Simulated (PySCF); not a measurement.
## Stretching GaF

Set-up: basis Ga cc-pVTZ-PP with ECP10, F cc-pVTZ; scalar-relativistic core potentials; PySCF 2.14. Energies in eV from Ga + F in their ground configurations at the same level. State: ¹Σ⁺ (singlet), closed shell.

Curves on a restricted Hartree–Fock reference rise too fast on stretching and do not dissociate correctly.

| R (Å) | RHF | r²SCAN0 |
| --- | --- | --- |
| 1.539 | -3.234 | -4.853 |
| 1.611 | -3.787 | -5.405 |
| 1.683 | -4.064 | -5.686 |
| 1.736 | -4.144 | -5.771 |
| 1.790 | -4.146 | -5.779 |
| 1.844 | -4.090 | -5.728 |
| 1.915 | -3.950 | -5.595 |
| 2.005 | -3.709 | -5.359 |
| 2.112 | -3.366 | -5.020 |
| 2.255 | -2.875 | -4.528 |

Put a parabola through the three lowest points of the RHF curve and estimate Re, k and ωe (reduced mass 14.89 u; 1 eV/Å² = 0.16022 mdyn/Å; ωe = 1302.8·√(k/μ) cm⁻¹).

Through R = 1.736, 1.79, 1.844 Å the second-order coefficient is 9.95 eV/Å², so Re ≈ 1.765 Å, k ≈ 3.19 mdyn/Å and ωe ≈ 603 cm⁻¹. A polynomial fit of higher order to the unrounded RHF energies gives Re = 1.764 Å, k = 3.72 mdyn/Å, ωe = 651 cm⁻¹; anharmonicity and rounding make the difference.

The higher-order fit for each curve: RHF: Re = 1.764 Å, ωe = 651 cm⁻¹, De = 4.15 eV; r²SCAN0: Re = 1.768 Å, ωe = 642 cm⁻¹, De = 5.78 eV.

Where the molecule has an RHF reference, its open-shell atoms are computed with UHF.
